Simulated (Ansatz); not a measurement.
Z-matrix (Å, degrees):
```
Si
B 1 1.969
N 1 1.782 2 42.1
B 1 1.959 2 118.9 3 99.8
H 1 1.488 2 119.5 3 -91.8
H 2 1.186 1 158.8 3 -180.0
C 3 1.440 1 143.1 2 -179.2
H 4 1.196 1 121.9 2 132.5
H 4 1.197 1 119.5 2 -40.8
O 7 1.391 3 112.8 1 179.2
H 7 1.093 3 109.2 1 61.0
H 7 1.099 3 108.0 1 -56.4
H 10 0.962 7 108.8 3 64.6
```

Total charge 0; spin multiplicity 1.

Q: List the B3LYP/def2-TZVPP orbital energies in eV (the Gaussian-basis code of Ansatz). (Best estimate.)

A: Computed: Occupied: -1798.73, -521.05, -389.97, -279.43, -183.92, -183.87, -143.29, -98.66, -98.59, -98.55, -28.82, -24.48, -19.29, -15.62, -14.75, -13.79, -13.31, -12.28, -11.81, -10.66, -9.90, -9.37, -9.25, -8.51, -7.70, -6.69. Lowest empty: -2.55, -0.52, 0.29, 0.43, 1.17, 1.52, 1.87, 2.16.

B3LYP here is the variant with VWN-RPA as its local correlation; programs differ in this.
